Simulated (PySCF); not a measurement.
## Telling isomers of C8H8 apart by NMR

Calculated, not measured (PySCF 2.14): structure optimised with GFN2-xTB, σ from GIAO-PBE0/pcSseg-1. Gas phase, one conformer, non-relativistic Hamiltonian, averaged over atoms made equivalent by symmetry, fast rotation or ring inversion.

References, each an isolated molecule treated in the same way: 1H (σ = 31.72 ppm), 13C (σ = 186.93 ppm) against TMS. Where no couplings were computed, multiplicities follow the n + 1 count of equivalent neighbours, and m marks all less simple cases (inequivalent or close neighbours, rings, F or P nearby). Shifts are as computed. Against solution values, carbons near 30 ppm lie about +3 ppm off and those near 130 ppm about +5 ppm. Of 1211 compounds with measured shifts, 218 miss one by over three times the rms of a fit or turn the order of signals round; such compounds aren't used in these exercises.

(1) Tabulate the signals of `C#CC=C=CCC=C`, `C#C/C=C1C=C\1CC`, `C#CC(=C)[C@@H]1[C@@H]2C[C@@H]21`, `C1=CC2C3C=CC1C23` and their relative energies.

(2) What is the quickest way to tell C#CC=C=CCC=C from C1=CC2C3C=CC1C23?

(3) What is the quickest way to tell C#CC=C=CCC=C from C#C/C=C1C=C\1CC?

(4) What is the quickest way to tell C#C/C=C1C=C\1CC from C1=CC2C3C=CC1C23?

Results:

(1) 
| SMILES | carbon types | δC | δH | E rel. (kcal/mol) |
| --- | --- | --- | --- | --- |
| C#CC=C=CCC=C | 2×C 4×CH 2×CH2 | 229.2, 146.3, 122.6, 98.6, 89.5, 80.4, 79.5, 41.5 | 6.03 (m, 1H), 5.55 (m, 1H), 5.49 (m, 1H), 5.46 (m, 1H), 5.33 (m, 1H), 2.92 (m, 2H), 2.60 (d, 1H) | 54.4 |
| C#C/C=C1C=C\1CC | 3×C 3×CH 1×CH2 1×CH3 | 158.3, 136.3, 135.5, 87.8, 79.6, 63.4, 23.5, 12.8 | 7.98 (s, 1H), 4.66 (d, 1H), 2.70 (q, 2H), 2.20 (d, 1H), 1.45 (t, 3H) | 61.3 |
| C#CC(=C)[C@@H]1[C@@H]2C[C@@H]21 | 2×C 4×CH 2×CH2 | 134.1, 130.4, 89.2, 86.8, 51.4, 27.7, 6.9 | 5.97 (br s, 1H), 5.65 (br s, 1H), 2.79 (m, 1H), 2.58 (s, 1H), 2.01 (m, 2H), 1.34 (m, 1H), 0.96 (m, 1H) | 60.2 |
| C1=CC2C3C=CC1C23 | 8×CH | 137.6, 125.4, 56.1, 52.0, 45.7 | 5.98 (m, 2H), 5.12 (m, 2H), 3.02 (m, 2H), 2.95 (m, 1H), 2.93 (m, 1H) | 0.0 |

Energies are electronic energies at PBE0/pcSseg-1 on these geometries, without zero-point or thermal terms, each for the one conformer computed, which needn't be the lowest.

(2) Count the carbon signals: 8 against 5. The first has a central carbon of an allene (C) at 229.2 ppm, the second a three-membered-ring carbon (CH) at 45.7 ppm. Their most deshielded carbons lie at 229.2 and 137.6 ppm.

(3) Both give the same number of carbon signals, but DEPT or the intensities differ. The first has a central carbon of an allene (C) at 229.2 ppm, the second a fully substituted alkene carbon (C) at 158.3 ppm. In the proton spectra the most deshielded non-exchanging signals are 6.03 (m, 1H) and 7.98 (s, 1H).

(4) Count the carbon signals: 8 against 5. The first has a fully substituted alkene carbon (C) at 158.3 ppm, the second a three-membered-ring carbon (CH) at 45.7 ppm. Their most deshielded carbons lie at 158.3 and 137.6 ppm. In the proton spectra the most deshielded non-exchanging signals are 7.98 (s, 1H) and 5.98 (m, 2H).
